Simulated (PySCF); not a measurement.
A PySCF script (with the pyscf-properties extension) for the NMR shieldings of SMILES COC[C@H]1CBCCC1, C$_{7}$H$_{15}$BO, on a GFN2-xTB geometry:

```python
import basis_set_exchange as bse
import numpy as np
from pyscf import gto, dft
from pyscf.prop import nmr

atoms = """
C     2.957394   -1.193237   -0.576057
O     2.119944   -0.593778   -1.531198
C     1.434377    0.552761   -1.078290
C     0.339702    0.281553   -0.036121
C    -0.316085    1.595224    0.404964
B    -1.673754    1.425525    1.181233
C    -2.490853    0.093516    1.018873
C    -1.683826   -1.105585    0.507605
C    -0.707867   -0.685833   -0.586850
H     3.601378   -0.449228   -0.090608
H     2.389078   -1.725954    0.194963
H     3.576993   -1.908510   -1.115020
H     0.984342    0.977187   -1.980557
H     2.155563    1.280072   -0.670078
H     0.805233   -0.178785    0.842670
H    -0.556869    2.178415   -0.493154
H     0.410287    2.203137    0.950338
H    -2.117066    2.322174    1.793196
H    -3.269910    0.326178    0.281789
H    -3.035048   -0.189263    1.923226
H    -2.354566   -1.880135    0.127399
H    -1.121170   -1.540692    1.337778
H    -0.204978   -1.563191   -0.998750
H    -1.254033   -0.201786   -1.399793
"""
names = dict.fromkeys(["C", "O", "B", "H"], "pcSseg-1")
basis = {el: gto.basis.parse(bse.get_basis(n, elements=[el], fmt="nwchem")) for el, n in names.items()}
mol = gto.M(atom=atoms, basis=basis, charge=0, verbose=0)
mf = dft.RKS(mol, xc="PBE0")
mf.grids.level = 2
mf.grids.alignment = dft.numint.BLKSIZE   # the property module wants whole blocks of grid points
mf.conv_tol = 1e-9
mf.kernel()

calc = nmr.RKS(mf)   # GIAO
C = mf.mo_coeff
Co = C[:, mf.mo_occ > 0]
resp = mf.gen_response(singlet=True, hermi=2)
def vind(x):   # induced exchange potential for any number of trial vectors
    d = np.einsum("pi,xij,qj->xpq", C, 2 * x.reshape(-1, C.shape[1], Co.shape[1]), Co, optimize=True)
    return np.einsum("xpq,pi,qj->xij", resp(d - d.transpose(0, 2, 1)), C, Co, optimize=True).ravel()
mo1, _ = nmr.rhf.solve_mo1(calc, with_cphf=vind)
sigma = calc.kernel(mo1)
for i, s in enumerate(sigma):   # ppm
    print("%2d %-2s %9.2f" % (i, mol.atom_pure_symbol(i), np.trace(s) / 3))
```

**Question.** Give the expected output.

**Answer.** 
```
 0 C     128.21
 1 O     317.66
 2 C     102.62
 3 C     151.94
 4 C     154.29
 5 B      10.38
 6 C     155.36
 7 C     159.41
 8 C     153.68
 9 H      28.87
10 H      28.11
11 H      27.89
12 H      28.16
13 H      28.39
14 H      29.93
15 H      31.40
16 H      29.96
17 H      23.64
18 H      30.75
19 H      29.55
20 H      29.67
21 H      30.34
22 H      29.42
23 H      31.10
```

These numbers come from an equivalent density-fitted implementation of the same equations, which agrees with the script to about 0.01 ppm for H and up to a few tenths of a ppm for heavy atoms, so last digits may differ.

Size and cost of the density-fitted run: 228 basis functions, 95 s wall time (83 s CPU) on 1 thread of an Arm Neoverse N1, shared host.
